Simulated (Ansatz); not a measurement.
Stepwise reaction of `[SH][Hf]([SH])([SH])[SH]` with hydrogen chloride, as a gas-phase model of exchange steps in deposition or etching. ΔE in kJ/mol; ΔG adds harmonic PBE0-D4 terms to CCSD(T)/CBS, at 1 bar.

Isolated molecules relaxed with PBE0-D4/def2-TZVP in Ansatz; ΔE leaves out vibrations. CCSD(T)/CBS is the MP2 limit (def2-TZVPP, def2-QZVPP) plus CCSD(T) − MP2 in def2-TZVPP, frozen cores. This one scheme is used for every species. Functionals use def2-TZVPP. B3LYP here is the variant with VWN-RPA as its local correlation; programs differ in this. def2 core potentials past Kr. For Hf outer-core shells are correlated without core-valence functions, which leaves a few kJ/mol of doubt a bond. One conformer a species, not always the lowest.

```csv
step,reaction,PBE-D4,B3LYP-D4,ωB97M-V,CCSD(T)/CBS,ΔG(600 K)
2,`[SH][Hf]([SH])([SH])[Cl]` + HCl → `[SH][Hf]([SH])([Cl])[Cl]` + H₂S,-62.5,-69.4,-69.7,-66.4,-68.8
3,`[SH][Hf]([SH])([Cl])[Cl]` + HCl → `[SH][Hf]([Cl])([Cl])[Cl]` + H₂S,-61.3,-67.6,-68.5,-65.3,-66.5
4,`[SH][Hf]([Cl])([Cl])[Cl]` + HCl → `[Cl][Hf]([Cl])([Cl])[Cl]` + H₂S,-63.0,-68.8,-69.7,-66.8,-51.5
```

Question: Give the row of step 1, `[SH][Hf]([SH])([SH])[SH]` + HCl → `[SH][Hf]([SH])([SH])[Cl]` + H₂S. (Best estimate.)

Answer: Computed: 
| step | reaction | PBE-D4 | B3LYP-D4 | ωB97M-V | CCSD(T)/CBS | ΔG(600 K) |
| --- | --- | --- | --- | --- | --- | --- |
| 1 | `[SH][Hf]([SH])([SH])[SH]` + HCl → `[SH][Hf]([SH])([SH])[Cl]` + H₂S | -65.0 | -71.0 | -71.6 | -68.4 | -68.5 |

Question: By hand: ΔE of the 4 steps together at CCSD(T)/CBS.

Answer: (-68.4) + (-66.4) + (-65.3) + (-66.8) = -266.9 kJ/mol, or -66.7 kJ/mol a step.

In ΔE the steps differ by no more than 3.1 kJ/mol. All are downhill at CCSD(T)/CBS. ΔG lies between -68.8 and -51.5 kJ/mol a step. PBE-D4 differs from CCSD(T)/CBS by 3.4 to 4.0 kJ/mol a step. Isolated molecules leave out the surface, adducts and barriers. Largest T1 diagnostic: 0.017.
